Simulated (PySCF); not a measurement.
# How the method changes the constants of TlF

State: ¹Σ⁺ (singlet), closed shell. Set-up: basis Tl def2-SVP with ECP60, F def2-SVP; scalar-relativistic core potentials; PySCF 2.14. De refers to Tl + F in their high-spin ground configurations, without counterpoise correction. A positive dipole means Tl(−)F(+).

```json
{"Level": "RHF", "Re (Å)": "2.090", "ωe (cm⁻¹)": "514", "De (eV)": "3.01", "μ (D)": "-4.17"}
{"Level": "RHF-MP2", "Re (Å)": "2.089", "ωe (cm⁻¹)": "524", "De (eV)": "4.84", "μ (D)": "n/a"}
{"Level": "RHF-SCS-MP2", "Re (Å)": "2.093", "ωe (cm⁻¹)": "520", "De (eV)": "4.69", "μ (D)": "n/a"}
{"Level": "RHF-CCSD", "Re (Å)": "2.093", "ωe (cm⁻¹)": "517", "De (eV)": "4.47", "μ (D)": "n/a"}
{"Level": "RHF-CCSD(T)", "Re (Å)": "2.095", "ωe (cm⁻¹)": "516", "De (eV)": "4.55", "μ (D)": "n/a"}
{"Level": "PBE", "Re (Å)": "2.116", "ωe (cm⁻¹)": "492", "De (eV)": "5.31", "μ (D)": "-3.35"}
{"Level": "BLYP", "Re (Å)": "2.126", "ωe (cm⁻¹)": "484", "De (eV)": "5.24", "μ (D)": "-3.36"}
{"Level": "TPSS", "Re (Å)": "2.110", "ωe (cm⁻¹)": "498", "De (eV)": "5.17", "μ (D)": "-3.40"}
{"Level": "r²SCAN", "Re (Å)": "2.097", "ωe (cm⁻¹)": "510", "De (eV)": "5.05", "μ (D)": "-3.50"}
{"Level": "r²SCANh", "Re (Å)": "2.092", "ωe (cm⁻¹)": "515", "De (eV)": "4.89", "μ (D)": "-3.60"}
{"Level": "PBE0", "Re (Å)": "2.095", "ωe (cm⁻¹)": "512", "De (eV)": "4.86", "μ (D)": "-3.67"}
{"Level": "LC-ωPBE", "Re (Å)": "2.079", "ωe (cm⁻¹)": "529", "De (eV)": "4.98", "μ (D)": "-3.53"}
```

(1) What are the measured Re and ωe, and which levels come closest?

```csv
Level,error in Re (pm),error in ωe (%)
RHF,0.5,7.8
RHF-MP2,0.4,9.8
RHF-SCS-MP2,0.8,8.9
RHF-CCSD,0.9,8.4
RHF-CCSD(T),1.1,8.0
PBE,3.2,3.0
BLYP,4.2,1.4
TPSS,2.6,4.3
r²SCAN,1.3,6.9
r²SCANh,0.8,8.0
PBE0,1.1,7.2
LC-ωPBE,-0.5,10.8
```

Correlated steps freeze 5 core orbitals. Correlated levels converge slowly with the basis: in double zeta they bind strong bonds too weakly, by up to about 1 eV, and carry superposition errors of some tenths. Spin–orbit coupling is left out, which matters for elements this heavy, above all for dissociation energies. Where the molecule has an RHF reference, its open-shell atoms are computed with UHF.

Results:

(1) Re = 2.084438 Å and ωe = 477.3 cm⁻¹ (Huber and Herzberg, Constants of Diatomic Molecules (1979)). Closest are RHF-MP2 for the length (off by 0.004 Å) and BLYP for the frequency (off by 1.4 %).
